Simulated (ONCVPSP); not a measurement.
**Pb (Z = 82), ONCV: configuration errors across variants**

ONCVPSP 4.0.1 input, shortened (lines: element, Z, core and valence counts, functional; n l f; lmax; l rc ep ncon nbas qcut; lloc lpopt rc5 dvloc0; l nproj debl; icmod fcfact rcfact), PBE, scalar-relativistic:

```
  Pb 82.00   13    1        4      upf
    1    0    2.00
    2    0    2.00
    2    1    6.00
    3    0    2.00
    3    1    6.00
    3    2   10.00
    4    0    2.00
    4    1    6.00
    4    2   10.00
    4    3   14.00
    5    0    2.00
    5    1    6.00
    5    2   10.00
    6    0    2.00
    1
    0    2.10    0.00    3    7    3.50
    1    2.30    0.15    3    8    2.90
    4    3    1.30    0.00
    0    1    3.70
    1    2    0.40
    3    2.00    1.10
```

In the p channel the program set the typed energies aside and used 0.050, 0.450 Ha.

All-electron excitation energies from the reference (eV): (1) 6s2 6p2 -20.021; (2) 6s2 6p1 -13.445; (3) 6s1 32.410; (4) 6s2 6p1.5 -17.529.

4 further variants failed, have other tests or too few solved ones, and are left out.

A true bound ghost makes a file unfit for plane-wave use even where its test errors are small: the radial tests pick states by their node count and pass the ghost by.

Errors AE − PS in meV (a dash: test not solved or not reliable):

```tsv
change	(1)	(2)	(3)	(4)	bound ghosts	GHOST(+) flags above zero
base	+233	+92	+46	+163	s	p
all radii but the core radius scaled by about 1.05 (s 2.20, p 2.42 bohr); local potential polynomial inside 1.36 bohr (lpopt 3, dvloc0 0 Ha)	+226	+88	+40	+157	s	p
all radii but the core radius scaled by about 1.13 (s 2.38, p 2.60 bohr); local potential polynomial inside 1.48 bohr (lpopt 3, dvloc0 0 Ha)	+213	+82	+23	+147	s	p
all radii but the core radius scaled by about 1.17 (s 2.46, p 2.70 bohr); local potential polynomial inside 1.52 bohr (lpopt 3, dvloc0 0 Ha)	+205	+80	+14	+142	s	p
```

Task: Give the same row for: all radii but the core radius scaled by about 0.96 (s 2.02, p 2.22 bohr); local potential polynomial inside 1.26 bohr (lpopt 3, dvloc0 0 Ha).

Result: +240, +96, –, +169; bound ghosts: s; GHOST(+) flags above zero: p.
